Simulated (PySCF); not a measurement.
Species: C₃H₇AlO.
Cartesian coordinates in Å at the PBE0-D3(BJ)/def2-SVP level; atoms count from 1:
```xyz
12
C3H7AlO angstrom
C     -1.3833   -1.4040   -0.5381
C     -0.5034   -0.4058   -0.3828
C     -0.8773    0.9841    0.0303
O      0.8096   -0.6134   -0.5995
Al     2.3482    0.1312   -0.6336
H     -1.0451   -2.3959   -0.8423
H     -2.4466   -1.2392   -0.3629
H     -0.5725    1.7140   -0.7388
H     -1.9583    1.0810    0.1916
H     -0.3582    1.2670    0.9618
H      3.5453   -0.8321   -0.9912
H      2.4813    1.6788   -0.3194
```

Computed, not measured: PBE0-D3(BJ)/def2-SVP geometry optimisation, gas phase (PySCF).

Question: Which atoms are bound to Al5, and at what distances?

Answer: 3 atoms: H11 1.578 Å, H12 1.585 Å, O4 1.710 Å. The nearest atom not counted as bound is C2, at 2.91 Å.

Question: List the angles at Al5.

Answer: 
| angle | degrees | distance of the outer atoms (Å) |
| --- | --- | --- |
| H11–Al5–H12 | 125.3 | 2.81 |
| O4–Al5–H12 | 119.8 | 2.85 |
| O4–Al5–H11 | 114.9 | 2.77 |

Question: What is the shape at Al5?

Answer: Planar: angles 125.3°, 119.8° and 114.9°, sum 360.0°, 0.00 Å off the plane of its three neighbours.

Question: What are the other bond lengths?

Answer: C1=C2 1.340 Å; C2–C3 1.497 Å; C2–O4 1.347 Å; C1–H6 1.091 Å; C1–H7 1.090 Å; C3–H8, C3–H9, C3–H10 1.101 Å.

Question: Give some angles away from the centre.

Answer: C1–C2–C3 124.0°, C1–C2–O4 120.5°, C3–C2–O4 115.5°, C2–O4–Al5 144.4°.

Question: What are the rotational constants (commonest isotopes, rigid rotor)?

Answer: A = 8610, B = 2391, C = 1894 MHz: an asymmetric top.

Point group: near Cs, missed by 0.14 Å at most; the miss may be what the optimiser left on a soft mode. Charge 0, singlet. No PBE0-D3(BJ)/def2-SVP frequencies stand behind this structure, so it isn't proved a minimum.

One conformer stands for the species.
